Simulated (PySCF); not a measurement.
**`[BH3-]C#[N+]C`: ΔSCF against reference XPS values**

The experiment to reproduce (core binding energies): B 1s of B1 193.60 eV [1]; C 1s of C2 293.43 eV [1]; C 1s of C4 294.06 eV [1]; N 1s of N3 407.13 eV [1]. Sources and the comparison follow the method.

Compound: C2H6BN.
Geometry (PBE0-D3(BJ)/def2-TZVP, Å), atoms numbered from 1 in this order:
```xyz
10
C2H6BN angstrom
B      2.025   -0.136   -0.176
C      0.528   -0.037    0.147
N     -0.599    0.038    0.391
C     -1.971    0.131    0.688
H      2.437    1.003   -0.209
H      2.101   -0.689   -1.253
H      2.519   -0.789    0.718
H     -2.553   -0.302   -0.127
H     -2.250    1.177    0.813
H     -2.184   -0.411    1.610
```

The calculation used PySCF 2.14.0, delta-SCF UKS SCAN, pcX-3 on the ionised atom, pcseg-2 elsewhere, spin-free X2C. Vertical ΔSCF values, vacuum level as zero.

```
atom             environment  level  this calculation (eV)  reference (eV)  difference (eV)  source
  B1   four-coordinate boron   B 1s                 193.45          193.60            -0.15     [1]
  C2    triply bonded carbon   C 1s                 292.97          293.43            -0.46     [1]
  C4         N-methyl carbon   C 1s                 293.67          294.06            -0.39     [1]
  N3  nitrogen bonded to 2 C   N 1s                 406.72          407.13            -0.41     [1]
```

[1] measured, gas; Beach, A photoelectron spectroscopic study of bonding in inorganic and organometallic compounds, PhD thesis, LBL 1985

Task: How well does this level of theory reproduce the measurements here?

Result: Over the 4 different measured values (4 distinct lines) the mean signed difference is -0.35 eV, the mean unsigned one 0.35 eV and the largest 0.46 eV. The calculation is vertical and has no vibrational structure, and measured positions depend on the energy calibration.

Lowest listed C 1s: C2, bonded to N (triple bond) and B. Highest, 0.70 eV above it: C4, bonded to N and 3 H.

Geometry: PBE0-D3(BJ)/def2-TZVP; no solvent, vibrations or thermal averaging.
